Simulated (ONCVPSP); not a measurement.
**gallium (Ga): one change to an ONCV potential, before and after**

```json
{
 "Element": "Ga (Z = 31)",
 "Generator": "ONCVPSP 4.0.1",
 "Type": "optimised norm-conserving Vanderbilt (ONCV)",
 "Functional": "PBE",
 "Relativity": "fully relativistic",
 "Frozen core": "[Ne]",
 "Valence charge": "21",
 "Reference configuration": "3s2 3p6 3d10 4s2 (charge +1)",
 "Partial waves": "3s+4s: rc 1.00 bohr, ncon 4, nbas 8, qcut 10.5 1/bohr, 2 projectors; 3p: rc 0.70 bohr, ncon 4, nbas 7, qcut 13.5 1/bohr, 3 projectors, debl 1.7 Ha; 3d: rc 1.35 bohr, ncon 3, nbas 8, qcut 10.2 1/bohr, 1 projector",
 "Local potential": "polynomial inside 0.65 bohr (lpopt 5, dvloc0 6 Ha)",
 "Core correction": "none"
}
```

Open shells are filled in proportion to 2j + 1.

In the p channel the program set the typed energies aside and used -3.893, 0.250, 1.950 Ha (j = l + 1/2; the other j can differ).

Change: reference 3s2 3p6 3d10 4s1.75 4p1.25; wave 3p: rc 0.70 bohr, ncon 4, nbas 7, qcut 13.5 1/bohr, 3 projectors, debl 1.7 Ha becomes 3p+4p: rc 0.70 bohr, ncon 4, nbas 7, qcut 13.5 1/bohr, 3 projectors, debl 1.7 Ha.

Cutoffs: the cutoffs (Ha) at which the residual kinetic energy of the hardest occupied pseudo-wave falls to 1 and 0.1 mHa per electron; they do not see the model core or the augmentation charge, which bear on the density cutoff. Errors are all-electron minus pseudo energies relative to the spin-unpolarised reference configuration.

Q: What does the change do?

A: The potential gets neither clearly harder nor softer (85 Ha and 257 Ha → 85 Ha and 257 Ha); a bound ghost appears in p, which as a rule spoils a file.

| quantity | base | changed |
| --- | --- | --- |
| cutoff, loose | 85 Ha | 85 Ha |
| cutoff, tight | 257 Ha | 257 Ha |
| loose cutoff by channel | s 46 Ha, p 85 Ha, d 46 Ha | s 46 Ha, p 85 Ha, d 46 Ha |
| bound ghosts | none | p3/2 |
| GHOST(+) flags under 300 eV | none | none |
| largest error over its own tests, meV | +13 | +165 |
| s: phases at 1.01 bohr within 0.05 rad from the reference energy up to (Ha; the scan ends near 5) | to the end of the scan | to the end of the scan |
| p3/2: phases at 0.71 bohr within 0.05 rad from the reference energy up to (Ha; the scan ends near 5) | to the end of the scan | to the end of the scan |
| p1/2: phases at 0.71 bohr within 0.05 rad from the reference energy up to (Ha; the scan ends near 5) | to the end of the scan | to the end of the scan |
| d5/2: phases at 1.37 bohr within 0.05 rad from the reference energy up to (Ha; the scan ends near 5) | 0.5 | 0.8 |
| d3/2: phases at 1.37 bohr within 0.05 rad from the reference energy up to (Ha; the scan ends near 5) | 0.4 | 0.7 |

 A true bound ghost makes a file unfit for plane-wave use even where its test errors are small: the radial tests pick states by their node count and pass the ghost by.
